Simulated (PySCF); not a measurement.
## Magnetisability: `C=CC[C@@H](C#N)CF`, C₆H₈FN

Molfile (atoms numbered from 1):
```
C6H8FN
     RDKit          3D

 16 15  0  0  0  0  0  0  0  0999 V2000
    2.2522    0.9544    0.3219 C   0  0  0  0  0  0  0  0  0  0  0  0
    1.5734   -0.0864   -0.1217 C   0  0  0  0  0  0  0  0  0  0  0  0
    0.3615   -0.6530    0.5491 C   0  0  0  0  0  0  0  0  0  0  0  0
   -0.8610   -0.6267   -0.3904 C   0  0  1  0  0  0  0  0  0  0  0  0
   -1.9612   -1.3346    0.2257 C   0  0  0  0  0  0  0  0  0  0  0  0
   -2.8209   -1.8846    0.7390 N   0  0  0  0  0  0  0  0  0  0  0  0
   -1.2737    0.8160   -0.7060 C   0  0  0  0  0  0  0  0  0  0  0  0
   -2.1555    0.8444   -1.7533 F   0  0  0  0  0  0  0  0  0  0  0  0
    1.9700    1.4725    1.2237 H   0  0  0  0  0  0  0  0  0  0  0  0
    3.1228    1.3267   -0.1896 H   0  0  0  0  0  0  0  0  0  0  0  0
    1.8784   -0.5929   -1.0284 H   0  0  0  0  0  0  0  0  0  0  0  0
    0.5564   -1.6924    0.8287 H   0  0  0  0  0  0  0  0  0  0  0  0
    0.1339   -0.0933    1.4587 H   0  0  0  0  0  0  0  0  0  0  0  0
   -0.6153   -1.1316   -1.3334 H   0  0  0  0  0  0  0  0  0  0  0  0
   -1.7705    1.2889    0.1481 H   0  0  0  0  0  0  0  0  0  0  0  0
   -0.3982    1.4016   -1.0075 H   0  0  0  0  0  0  0  0  0  0  0  0
  1  2  2  0
  2  3  1  0
  3  4  1  0
  4  5  1  0
  5  6  3  0
  4  7  1  0
  7  8  1  0
  1  9  1  0
  1 10  1  0
  2 11  1  0
  3 12  1  0
  3 13  1  0
  4 14  1  6
  7 15  1  0
  7 16  1  0
M  END
```

Method: PySCF, GIAO BHandHLYP/pcSseg-1 magnetisability, rotational g tensor and spin-rotation constants, non-relativistic, gas phase. Geometry: GFN2-xTB.

Q: How diamagnetic is it, and how anisotropic?

A: Isotropic -1145 × 10⁻³⁰ J/T², or -69.0 × 10⁻⁶ cm³/mol; principal values -1238, -1186, -1011 × 10⁻³⁰ J/T², anisotropy 206 × 10⁻³⁰ J/T² (root of half the summed squared differences of the principal values). The susceptibility is in cgs units.

Q: Split it along the inertial axes a, b, c into diamagnetic and paramagnetic parts about the centre of mass, with the quadrupole moment.

A: 
| axis | χ (10⁻⁶ cm³/mol) | diamagnetic (10⁻⁶ cm³/mol) | paramagnetic (10⁻⁶ cm³/mol) | summed x² of all electrons (Å²) | quadrupole Θ (D Å) |
| --- | --- | --- | --- | --- | --- |
| a | -73.2 | -497.2 | 424.0 | 210.5 | -8.00 |
| b | -72.7 | -992.4 | 919.7 | 93.8 | -3.89 |
| c | -61.0 | -1291.2 | 1230.2 | 23.4 | +11.88 |

Anisotropies 2χaa − χbb − χcc = -12.6 and 2χbb − χaa − χcc = -11.3 × 10⁻⁶ cm³/mol. Θ is traceless in Buckingham's convention.

Q: And the rotational g tensor?

A: 
```tsv
axis	rotational constant (GHz)	g	nuclear part	electronic part
a	2.8416	-0.0194	0.5467	-0.5661
b	1.3158	-0.0108	0.5577	-0.5685
c	0.9624	-0.0174	0.5389	-0.5562
```
Asymmetric top; isotopes 12C, 19F, 1H, 14N; no vibrational averaging.
